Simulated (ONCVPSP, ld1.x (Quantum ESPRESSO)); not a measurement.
**Potentials for S (Z = 16) compared**

Generated with ld1.x 7.5 (TM, RRKJ, ultrasoft, PAW), atompaw 4.2 or ONCVPSP 4.0.1. The cutoff is in Ry: for ld1.x and atompaw files where the sum of valence levels is converged to 10 mRy in a Bessel basis, for ONCV files where the hardest occupied wave has 1 mHa per electron of residual kinetic energy. The error is the largest all-electron minus pseudo excitation energy over each file’s own four to seven test configurations (ionisations up to +4, promotions, holes and added fractions of an electron), all of which were solved. The labels leave out finer settings (local radius, basis sizes, second energies), which also bear on the numbers. Spin-polarised tests are not counted. The rows are a selection from randomly drawn settings: files with unsolved tests, undetermined cutoffs or missed reference levels are left out.

| potential | cutoff (Ry) | largest error (meV) | bound ghosts |
| --- | --- | --- | --- |
| PAW, PBEsol, scalar-relativistic, rc 1.35/1.25 (sp), local smoothed, core correction yes, reference 3s1 3p5 | 25 | -31 | none |
| RRKJ, LDA (PZ), scalar-relativistic, rc 1.40/1.10 (sp), local p, core correction no, reference 3s2 3p3 | 90 | +261 | none |
| RRKJ, PBE, scalar-relativistic, rc 1.10/1.10 (sp), local s, core correction no, reference 3s2 3p3 | 100 | +129 | none |
| PAW, PBE, scalar-relativistic, rc 1.55/1.75 (sp), local smoothed, core correction yes, reference 3s1.5 3p4.5 | 18 | -26 | none |
| ONCV, PBE, scalar-relativistic, rc 1.45/1.70 (sp), local smoothed, core correction yes, reference 3s2 3p4, qcut 3.7/4.5, projectors 1/3 | 89 | +18 | none |
| ONCV, LDA (Perdew-Wang 92), scalar-relativistic, rc 0.95/0.75/0.90 (spd), local smoothed, core correction yes, reference 2s2 2p6 3s2 3p4, qcut 15.3/19.3/12.4, projectors 2/2/2 | 294 | +11 | none |

Problem. Fill in the row for S: ONCV, PBEsol, scalar-relativistic, rc 1.25/1.60/1.50 (spd), local smoothed, core correction yes, reference 3s2 3p4, qcut 5.8/4.1/7.5, projectors 2/1/1.

Solution. cutoff 26 Ry, largest error +39 meV, bound ghosts: none.

Problem. Fill in the row for S: ultrasoft, LDA (PZ), scalar-relativistic, rc 1.35/1.30 (sp), local smoothed, core correction no, reference 3s2 3p3.

Solution. cutoff 18 Ry, largest error +229 meV, bound ghosts: none.

Problem. Fill in the row for S: ultrasoft, PBE, scalar-relativistic, rc 1.55/1.80/1.50 (spd), local smoothed, core correction no, reference 3s2 3p4.

Solution. cutoff 18 Ry, largest error +13 meV, bound ghosts: none.
